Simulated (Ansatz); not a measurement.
**Nudged elastic band run: CH$_{9}$NSeSi$_{2}$**

Input:

```yaml
crystal:
  periodic: [false, false, false]
  atoms:
    - { symbol: "N", position_ang: [-0.485444, 2.00641, 1.126426] }
    - { symbol: C, position_ang: [-1.361079, 1.010254, 0.596342] }
    - { symbol: Se, position_ang: [-1.125356, -0.715398, 1.547842] }
    - { symbol: Si, position_ang: [-0.21257, -1.860982, -0.199521] }
    - { symbol: Si, position_ang: [1.721471, -0.730038, -0.893776] }
    - { symbol: H, position_ang: [0.484053, 1.833619, 0.87084] }
    - { symbol: H, position_ang: [-0.743974, 2.935102, 0.79903] }
    - { symbol: H, position_ang: [-2.406193, 1.299191, 0.780192] }
    - { symbol: H, position_ang: [-1.27132, 0.785934, -0.485858] }
    - { symbol: H, position_ang: [-1.170063, -2.009941, -1.342415] }
    - { symbol: H, position_ang: [0.125967, -3.219768, 0.322103] }
    - { symbol: H, position_ang: [1.382252, 0.71441, -1.113622] }
    - { symbol: H, position_ang: [2.752752, -0.805375, 0.186269] }
    - { symbol: H, position_ang: [2.296503, -1.272617, -2.165051] }
basis:
  gaussian: { orbitals: def2-SVP }
hamiltonian:
  xc: pbe0
  dispersion: d4
neb:
  order_check: false
  images: 7
  f_tol: 0.03
  max_iterations: 60
  initial_path: linear
  final_atoms:
    - { symbol: "N", position_ang: [-0.58263209, 2.07806719, 0.92585832] }
    - { symbol: C, position_ang: [-1.41198926, 1.0154546, 0.45288965] }
    - { symbol: Se, position_ang: [-1.16955513, -0.61515301, 1.55747604] }
    - { symbol: Si, position_ang: [-0.15468432, -1.87723107, -0.04786692] }
    - { symbol: Si, position_ang: [1.77732301, -0.75193782, -0.75598059] }
    - { symbol: H, position_ang: [0.39931963, 1.91302535, 0.71709497] }
    - { symbol: H, position_ang: [-0.85442147, 2.9677477, 0.51217129] }
    - { symbol: H, position_ang: [-2.47014677, 1.28972817, 0.57375178] }
    - { symbol: H, position_ang: [-1.27507798, 0.70254608, -0.60202916] }
    - { symbol: H, position_ang: [-1.06042529, -2.14771491, -1.21034948] }
    - { symbol: H, position_ang: [0.19609638, -3.17743972, 0.59960502] }
    - { symbol: H, position_ang: [2.75396262, -0.69081544, 0.37429597] }
    - { symbol: H, position_ang: [2.43252081, -1.38857824, -1.94151932] }
    - { symbol: H, position_ang: [1.40670887, 0.65310212, -1.12659658] }
```

Command:

```bash
$ ansatz run input.yaml --threads 2 --pin off --max-ram 3072MiB --backend cpu --events-out ev --progress --plain --runs-dir out
```

Output, in part (warnings, iteration lines, the closing report on the highest movable image, with atoms numbered from 0):

```
NEB end point (image 0): max|allowed force component| = 1.092e-2 eV/Å (the criterion of neb.relax_end_points is 1.000e-2)
NEB end point (image 8): max|allowed force component| = 6.270e-3 eV/Å (the criterion of neb.relax_end_points is 1.000e-2)
NEB iter   1: max|band force component| = 5.323e1 eV/Å  barrier→ = 23.2149 eV  barrier← = 23.2149 eV  Δτ_max = 0.2000 Å  (233 SCF iters)
NEB iter   2: max|band force component| = 1.932e1 eV/Å  barrier→ = 7.4816 eV  barrier← = 7.4816 eV  Δτ_max = 0.1971 Å  (201 SCF iters)
NEB iter   3: max|band force component| = 8.335e0 eV/Å  barrier→ = 3.1102 eV  barrier← = 3.1102 eV  Δτ_max = 0.1992 Å  (189 SCF iters)
NEB iter   4: max|band force component| = 3.380e0 eV/Å  barrier→ = 1.1124 eV  barrier← = 1.1124 eV  Δτ_max = 0.2000 Å  (196 SCF iters)
NEB iter   5: max|band force component| = 8.274e-1 eV/Å  barrier→ = 0.2408 eV  barrier← = 0.2408 eV  Δτ_max = 0.2000 Å  (194 SCF iters)
NEB iter   6: max|band force component| = 2.793e-1 eV/Å  barrier→ = 0.0827 eV  barrier← = 0.0828 eV  CI = image 4  Δτ_max = 0.0624 Å  (190 SCF iters)
NEB iter   7: max|band force component| = 6.646e-2 eV/Å  barrier→ = 0.0582 eV  barrier← = 0.0582 eV  CI = image 4  Δτ_max = 0.0379 Å  (166 SCF iters)
NEB iter   8: max|band force component| = 3.971e-2 eV/Å  barrier→ = 0.0561 eV  barrier← = 0.0561 eV  CI = image 4  Δτ_max = 0.0915 Å  (175 SCF iters)
NEB iter   9: max|band force component| = 4.220e-2 eV/Å  barrier→ = 0.0530 eV  barrier← = 0.0530 eV  CI = image 4  Δτ_max = 0.0458 Å  (178 SCF iters)
NEB iter  10: max|band force component| = 4.566e-2 eV/Å  barrier→ = 0.0518 eV  barrier← = 0.0518 eV  CI = image 4  Δτ_max = 0.0458 Å  (177 SCF iters)
NEB iter  11: max|band force component| = 6.863e-2 eV/Å  barrier→ = 0.0508 eV  barrier← = 0.0508 eV  CI = image 4  Δτ_max = 0.0228 Å  (177 SCF iters)
NEB iter  12: max|band force component| = 4.332e-2 eV/Å  barrier→ = 0.0503 eV  barrier← = 0.0503 eV  CI = image 4  Δτ_max = 0.0228 Å  (172 SCF iters)
NEB iter  13: max|band force component| = 3.612e-2 eV/Å  barrier→ = 0.0498 eV  barrier← = 0.0498 eV  CI = image 4  Δτ_max = 0.0229 Å  (166 SCF iters)
NEB iter  14: max|band force component| = 2.477e-2 eV/Å  barrier→ = 0.0494 eV  barrier← = 0.0495 eV  CI = image 4  Δτ_max = 0.0229 Å  (327 SCF iters)
NEB iter  15: max|band force component| = 7.751e-2 eV/Å  barrier→ = 0.0494 eV  barrier← = 0.0494 eV  CI = image 4  Δτ_max = 0.0229 Å  (23 SCF iters)
NEB iter  16: max|band force component| = 1.912e-2 eV/Å  barrier→ = 0.0493 eV  barrier← = 0.0494 eV  CI = image 4  Δτ_max = 0.0000 Å  (348 SCF iters)
Total energy: -83746.66479648 eV, -3077.6331657424 hartree
Atom 0 at    -0.897888     2.225352     0.861512 Å, force     0.001695     0.011070    -0.012794 eV/Å
Atom 1 at    -1.327512     1.046340     0.181552 Å, force     0.006560     0.004345     0.007025 eV/Å
Atom 2 at    -1.330419    -0.476237     1.451963 Å, force    -0.002265     0.000109    -0.010084 eV/Å
Atom 3 at    -0.115933    -1.925029     0.178150 Å, force     0.000548    -0.005451     0.013834 eV/Å
Atom 4 at     1.775972    -0.816852    -0.692761 Å, force    -0.003304     0.002530     0.000824 eV/Å
Atom 5 at     0.096743     2.199452     1.073210 Å, force    -0.002597    -0.010130     0.001449 eV/Å
Atom 6 at    -1.095468     3.062481     0.317613 Å, force    -0.003451    -0.002244     0.004086 eV/Å
Atom 7 at    -2.365080     1.170084    -0.160183 Å, force     0.000693     0.003380     0.000272 eV/Å
Atom 8 at    -0.728122     0.730696    -0.698348 Å, force    -0.003046    -0.001004     0.001182 eV/Å
Atom 9 at    -0.901787    -2.531679    -0.944177 Å, force     0.002530     0.000318    -0.001570 eV/Å
Atom 10 at     0.288757    -3.027651     1.102461 Å, force     0.004611    -0.002463    -0.003630 eV/Å
Atom 11 at     1.921883     0.518917    -0.031624 Å, force     0.001413    -0.000446     0.000735 eV/Å
Atom 12 at     3.020151    -1.608264    -0.443129 Å, force    -0.001423    -0.001544    -0.001284 eV/Å
Atom 13 at     1.645702    -0.596810    -2.167438 Å, force    -0.001966     0.001531    -0.000046 eV/Å
Dipole moment:     0.156702     0.263457    -0.386082 e Å
```

The run converged. The band force fell under the threshold earlier too, but the program's further tests of the path sent the band on. Another band between the same ends (7 images) ends at a top of the same energy, where a vibrational analysis finds 1 clearly imaginary mode.

Final band (atoms are numbered from 1 in the order of the input):

```json
{"image": "0", "path coordinate (Å)": "0.00", "energy (eV)": "0.000", "dihedral Se3–Si4–Si5–H13 (°)": "67"}
{"image": "1", "path coordinate (Å)": "0.65", "energy (eV)": "0.008", "dihedral Se3–Si4–Si5–H13 (°)": "79"}
{"image": "2", "path coordinate (Å)": "1.30", "energy (eV)": "0.027", "dihedral Se3–Si4–Si5–H13 (°)": "96"}
{"image": "3", "path coordinate (Å)": "1.95", "energy (eV)": "0.045", "dihedral Se3–Si4–Si5–H13 (°)": "113"}
{"image": "4", "path coordinate (Å)": "2.61", "energy (eV)": "0.049", "dihedral Se3–Si4–Si5–H13 (°)": "130"}
{"image": "5", "path coordinate (Å)": "3.34", "energy (eV)": "0.043", "dihedral Se3–Si4–Si5–H13 (°)": "148"}
{"image": "6", "path coordinate (Å)": "4.07", "energy (eV)": "0.025", "dihedral Se3–Si4–Si5–H13 (°)": "163"}
{"image": "7", "path coordinate (Å)": "4.80", "energy (eV)": "0.007", "dihedral Se3–Si4–Si5–H13 (°)": "176"}
{"image": "8", "path coordinate (Å)": "5.54", "energy (eV)": "0.000", "dihedral Se3–Si4–Si5–H13 (°)": "-172"}
```

Time of the run: 3.9 min on 2 threads of AMD EPYC 9R45 96-Core Processor (Zen 5), on a shared host, peak memory 0.43 GiB.
